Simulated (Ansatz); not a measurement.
System: CH$_{5}$AlO, charge 0, multiplicity 1. 
Coordinates optimised at B3LYP-D3(BJ)/def2-TZVP (Ansatz, a first-principles code):
SMILES: C[O][AlH2]
```xyz
8

C     -1.6248    -0.2549    -0.3188
O     -0.2819    -0.5433    -0.0121
Al     1.1181     0.3774     0.2019
H     -1.8016     0.8191    -0.4490
H     -1.9127    -0.7642    -1.2427
H     -2.2749    -0.6146     0.4834
H      2.4281    -0.4185     0.5458
H      1.0297     1.9468     0.0473
```
Charge 0, spin multiplicity 1.

Wanted: atomisation energy (electronic, to ground-state atoms), in kcal/mol. Correlated levels leave the core frozen unless marked. UHF or UKS for open shells. No spin-orbit coupling. Non-relativistic. The coupled-cluster limit lacks core correlation, which all-electron functionals hold. CBS marks a two-point X^-3 extrapolation of the correlation energy; Hartree-Fock from the larger set (for Q and 5 zeta extrapolated as (X+1)exp(-9√X)).

```
level                         program  atomisation energy (kcal/mol)
---------------------  --------------  -----------------------------
PBE-D3(BJ)/def2-TZVPD  Ansatz + dftd3                          647.6
```

Predict the CCSD(T)/CBS(cc-pV(Q+d)Z,cc-pV(5+d)Z) result (Ansatz).

646.9 kcal/mol
